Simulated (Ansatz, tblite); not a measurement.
Cost and result up the ladder for the cluster Pb3Se3 (6 atoms). Total charge 0; singlet. Geometry: r2SCAN-D4/def2-SVP.

```xyz
6

Pb    0.280   -0.274    1.807
Pb   -0.255    1.523   -1.016
Pb   -0.045   -2.307   -1.460
Se    0.048    2.397    1.517
Se   -1.871   -0.803   -0.156
Se    1.844   -0.537   -0.691
```

Ansatz on 4 threads of Arm Neoverse V2 on a shared host; xTB runs through tblite on one thread. Times are rough, summed over both states, and most runs start from the orbitals of an earlier one. PBE0-D4/def2-TZVP serves as the yardstick here, not as an exact answer. The other state is a quintet at its own geometry.

In the def2 sets Pb takes a core potential; there is no spin–orbit coupling. The xTB rows come from tblite. LC-ωPBE has ω = 0.4 bohr⁻¹. Correlated methods freeze 39 core orbitals; core or outer-core shells of Pb, Se are correlated, in sets that lack core-valence functions. The structure comes from a short search, and lower isomers may exist.

xTB has no spin-polarisation term.

```
                          level  functions  wall time
                       GFN2-xTB         39    0.009 s
                       GFN1-xTB         39     0.01 s
               PBE-D4/def2-TZVP        294       21 s
PBE0-D4/def2-TZVP (with forces)        294       56 s
              LC-ωPBE/def2-TZVP        294       56 s
            r2SCAN-D4/def2-TZVP        294       58 s
                  MP2/def2-TZVP        294       94 s
```

**Question.** Estimate what each level gives for the quintet − singlet (eV).

**Answer.** 
```
                          level  quintet − singlet (eV)  difference from PBE0-D4/def2-TZVP (eV)
                       GFN2-xTB                    5.05                                    1.29
                       GFN1-xTB                    5.61                                    1.85
               PBE-D4/def2-TZVP                    3.67                                   -0.09
PBE0-D4/def2-TZVP (with forces)                    3.76                                    0.00
              LC-ωPBE/def2-TZVP                    3.80                                    0.04
            r2SCAN-D4/def2-TZVP                    3.69                                   -0.07
                  MP2/def2-TZVP                    4.44                                    0.68
```
